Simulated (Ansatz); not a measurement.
Stepwise reaction of `[NH2][GaH2]` with ammonia, as a gas-phase model of exchange steps in deposition or etching. ΔE in kJ/mol; ΔG adds harmonic PBE0-D4 terms to CCSD(T)/CBS, at 1 bar.

Gas-phase electronic energies from Ansatz, PBE0-D4/def2-TZVP geometries. CCSD(T)/CBS adds triple-zeta CCSD(T) − MP2 to the extrapolated MP2 energy (def2 sets, frozen cores). This one scheme is used for every species. Functionals use def2-TZVPP. B3LYP here is the variant with VWN-RPA as its local correlation; programs differ in this. For Ga outer-core shells are correlated without core-valence functions, which leaves a few kJ/mol of doubt a bond. Scalar relativity is left out up to krypton. One conformer a species, not always the lowest.

```tsv
step	reaction	PBE-D4	B3LYP-D4	ωB97M-V	CCSD(T)/CBS	ΔG(600 K)
2	`[NH2][GaH][NH2]` + NH₃ → `[NH2][Ga]([NH2])[NH2]` + H₂	0.3	-1.3	0.0	-8.2	-2.0
```

Q: Give the row of step 1, `[NH2][GaH2]` + NH₃ → `[NH2][GaH][NH2]` + H₂. (An estimate is asked.)

A: Ansatz gave: 
```tsv
step	reaction	PBE-D4	B3LYP-D4	ωB97M-V	CCSD(T)/CBS	ΔG(600 K)
1	`[NH2][GaH2]` + NH₃ → `[NH2][GaH][NH2]` + H₂	-11.2	-13.3	-12.4	-20.6	-33.5
```

Q: By hand: ΔE of the 2 steps together at CCSD(T)/CBS.

A: (-20.6) + (-8.2) = -28.8 kJ/mol, or -14.4 kJ/mol a step.

In ΔE each step is higher than the one before. All are downhill at CCSD(T)/CBS. ΔG lies between -33.5 and -2.0 kJ/mol a step. PBE-D4 differs from CCSD(T)/CBS by 8.5 to 9.4 kJ/mol a step. Isolated molecules leave out the surface, adducts and barriers. Largest T1 diagnostic: 0.014.
